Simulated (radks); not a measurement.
Values are calculated unless marked as measured or tabulated.
Task: The mean radii <r> (bohr) of the occupied orbitals of an atom or ion are listed with their occupations. Level of theory: Dirac Kohn-Sham, PBE, spin-unpolarised, spherical densities, point nucleus (a radial shooting solver on a logarithmic mesh with Libxc functionals).

orbital  occ.      <r>
1s1/2       2  0.03706
2s1/2       2   0.1623
2p1/2       2   0.1387
2p3/2       4   0.1430
3s1/2       2   0.4582
3p1/2       2   0.4549
3p3/2       4   0.4653
3d3/2       4   0.4503
3d5/2       6   0.4538
4s1/2       2    1.202
4p1/2       2    1.322
4p3/2       4    1.350
4d3/2       1    1.829

Name the element and its charge. Open shells, if any, fill j = l - 1/2 first.

Result: Z = 40, zirconium, charge +3: Zr3+ in [Kr] 4d1. The 1s radius gives Z: for a bare nucleus <r> = (2 gamma + 1)/(2Z) with gamma = sqrt(1 - (Z/c)^2), 0.03641 bohr for Z = 40, and screening makes it slightly larger (0.03706 here). The occupations add up to 37, and the charge is Z minus that.
